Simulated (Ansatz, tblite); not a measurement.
Cost and result up the ladder for the cluster Pt₃W (4 atoms). Charge 0, multiplicity 1. Geometry: PBE-D4/def2-SVP.

```xyz
4

W     0.043    0.094    0.368
Pt    2.117   -0.598   -0.225
Pt   -0.629    2.039   -0.581
Pt   -1.531   -1.535    0.437
```

Ansatz on 4 threads of Arm Neoverse N1 on a shared host; xTB runs through tblite on one thread. Times are rough, summed over both states, and most runs start from the orbitals of an earlier one. ωB97M-V/def2-TZVP serves as the yardstick here, not as an exact answer. The other state is a triplet at its own geometry, which has other bonds, so the gap mixes isomer and spin.

In the def2 sets Pt, W take a core potential; there is no spin–orbit coupling. The xTB rows come from tblite. Correlated methods freeze no core orbitals; core or outer-core shells of W, Pt are correlated, in sets that lack core-valence functions. The structure comes from a short search, and lower isomers may exist.

Run but left out: HF/def2-TZVP, PBE-QIDH/def2-TZVP, MP2/def2-TZVP (singlet: restricted singlet, unstable towards broken spin symmetry); BHLYP-D4/def2-TZVP, B2PLYP/def2-TZVP (singlet: restricted singlet, unstable in another Hartree–Fock run and untested here).

Correlated methods converge slowly with the basis.

xTB has no spin-polarisation term.

| level | functions | wall time | triplet − singlet (eV) | difference from ωB97M-V/def2-TZVP (eV) |
| --- | --- | --- | --- | --- |
| GFN1-xTB | 36 | 0.015 s | 1.19 | 1.33 |
| GFN2-xTB | 36 | 0.041 s | 0.78 | 0.92 |
| PBE-D4/def2-TZVP | 160 | 12 s | 0.55 | 0.68 |
| PBE0-D4/def2-TZVP (with forces) | 160 | 25 s | 0.12 | 0.26 |
| RPA@PBE/def2-TZVP | 160 | 31 s | 0.62 | 0.75 |
| r2SCAN-D4/def2-TZVP | 160 | 36 s | 0.32 | 0.46 |
| B97M-V/def2-TZVP | 160 | 56 s | 0.22 | 0.36 |
| ωB97M-V/def2-TZVP | 160 | 2.9 min | -0.14 | 0.00 |
